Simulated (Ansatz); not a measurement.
`[Cl][Sb][Cl]`, charge 0, multiplicity 2.

(1) Give a relaxed structure at PBE0-D4/def2-TZVP (Ansatz). (An estimate is asked.)

Answers

(1) Ansatz gave: 
Z-matrix (Å, degrees):
```
Sb
Cl 1 2.337
Cl 1 2.337 2 98.6
```
Point group C2v.
